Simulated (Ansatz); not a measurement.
Reaction (hydrogen abstraction from the Si–H bond): `O=C=N[SiH3]` + `[SiH3]`• → `O=C=N[SiH2]`• + SiH₄

Computed with Ansatz on PBE0-D4/def2-TZVP structures; ΔE is electronic, products minus reactants. CCSD(T)/CBS adds triple-zeta CCSD(T) − MP2 to the extrapolated MP2 energy (def2 sets, frozen cores). This one scheme is used for every species. Functionals use def2-TZVPP. B3LYP here is the variant with VWN-RPA as its local correlation; programs differ in this. No spin–orbit coupling; open shells (•) take unrestricted orbitals.

```tsv
level	ΔE (kJ/mol)
PBE-D4	-5.8
r2SCAN-D4	-1.8
B3LYP-D4	-3.4
CAM-B3LYP-D4	-0.9
ωB97X-V	-0.5
PBE-QIDH	1.7
HF/CBS(def2)	5.3
MP2/CBS(def2)	3.0
```

**Question.** What does CCSD(T)/CBS give? (Best estimate.)

**Answer.** Computed: +2.2 kJ/mol. The listed levels differ from it by -8.0, -4.0, -5.6, -3.1, -2.7, -0.5, 3.1, 0.8 kJ/mol.

Largest T1 diagnostic among the species: 0.018.

From BLYP to BHLYP (50 % exact exchange), in def2-TZVPP and without D4, ΔE moves by +7.3 kJ/mol. Leaving LDA and LC-ωPBE aside and taking each functional with its dispersion term where it has one, the values, not all of them listed here, spread over 8.8 kJ/mol, from BLYP-D4 to PBE-QIDH.
